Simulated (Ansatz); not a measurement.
`[Cl][Sn][Cl]` + H₂S → `[SH][Sn][Cl]` + HCl at 700 K and 1 bar (ligand exchange at the Sn–Cl bond).

Calculated with Ansatz (gas phase, PBE0-D4/def2-TZVP geometries, no zero-point term in ΔE). CCSD(T)/CBS adds triple-zeta CCSD(T) − MP2 to the extrapolated MP2 energy (def2 sets, frozen cores). This one scheme is used for every species. Elements past krypton have def2 core potentials. For Sn outer-core shells are correlated without core-valence functions, which leaves a few kJ/mol of doubt a bond. One conformer a species, not always the lowest.

```tsv
species	CCSD(T)/CBS energy (Eh)	H − E (kJ/mol)	S (J/(mol·K))
`[Cl][Sn][Cl]`	-1133.69328	41.3	353.9
H₂S	-398.97279	64.8	236.9
`[SH][Sn][Cl]`	-1072.27294	70.1	379.1
HCl	-460.38127	38.4	211.8
```

H − E and S are ideal-gas, rigid-rotor, harmonic terms from PBE0-D4/def2-TZVP, for one conformer and one mirror image of each species. 1 Eh = 2625.50 kJ/mol, R = 8.31446 J/(mol·K).

**Question.** By hand: ΔE, ΔH, ΔS and ΔG.

**Answer.** ΔE = (-1072.27294) + (-460.38127) − (-1133.69328) − (-398.97279) = 0.01186 Eh = 31.1 kJ/mol. Δ(H − E) = 70.1 + 38.4 − 41.3 − 64.8 = 2.4, so ΔH = 33.5 kJ/mol. ΔS = 379.1 + 211.8 − 353.9 − 236.9 = 0.1 J/(mol·K). ΔG = 33.5 − 700 × (0.1)/1000 = 33.4 kJ/mol.

**Question.** By hand: the equilibrium constant, and the temperature at which ΔG would vanish if ΔH and ΔS stayed fixed.

**Answer.** log₁₀ K = −ΔG/(RT ln 10) = -2.5. ΔG = 0 at ΔH/ΔS = 335000 K, far beyond where these terms or the molecules hold.

The number of gas molecules stays the same, so ΔS is small and ΔH decides. A doubt of 5 kJ/mol in ΔE shifts log₁₀ K by 0.4 here. Other conformers and mirror images would add mixing entropy, several J/(mol·K) or more a flexible species. These are equilibria of isolated gas molecules and say nothing of rates. Largest T1 diagnostic: 0.015 (customary marks: 0.02 for closed shells, 0.045 for open ones).
